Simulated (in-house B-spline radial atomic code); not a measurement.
Successive ionisation energies of neon; each step leads to the configuration of the next row (after the last: bare). Dirac energy differences include first-order Breit, QED and recoil terms. NIST's values go from ground level to ground level; the uncertainty of those that are theory runs from under 0.1 % in few-electron ions to several per cent in heavy many-electron ones. Computed with an all-electron radial atomic-structure program (B-spline basis): Dirac-Hartree-Fock, jj configuration that fills j = l - 1/2 first, finite nuclei.

A number in brackets counts the electrons of a j subshell.

```csv
ion,configuration,ionisation energy (eV),tabulated value (eV),computed minus tabulated (eV),highest orbital,largest mean radius (bohr)
Ne5+,[He] 2s2 2p1/2(1),157.9,157.934,0.0,2p1/2,0.73709
Ne6+,[He] 2s2,?,?,?,?,?
Ne7+,[He] 2s1,?,?,?,?,?
Ne8+,1s2,1194.5,1195.808,-1.3,1s1/2,0.1556
Ne9+,1s1,1362.2,1362.199,0.0,1s1/2,0.14973
```

Q: Fill in the row of Ne6+.

A: ionisation energy (eV): 203.8; tabulated value (eV): 207.271; computed minus tabulated (eV): -3.5; highest orbital: 2s1/2; largest mean radius (bohr): 0.71064.

Q: Fill in the row of Ne7+.

A: ionisation energy (eV): 238.9; tabulated value (eV): 239.097; computed minus tabulated (eV): -0.2; highest orbital: 2s1/2; largest mean radius (bohr): 0.68682.

Q: Where is the largest jump?

A: From Ne7+ to Ne8+, by a factor of 5.00 (238.95 to 1194.5 eV); the highest orbital goes from 2s1/2 to 1s1/2.

Q: How far is this level of theory from the measured and semi-empirical values?

A: Over those 3 rows the differences run from -3.49 to +0.0123 eV (mean absolute value 1.2 eV). The calculation leaves out correlation and, in open shells, the multiplet splittings that an average leaves out.
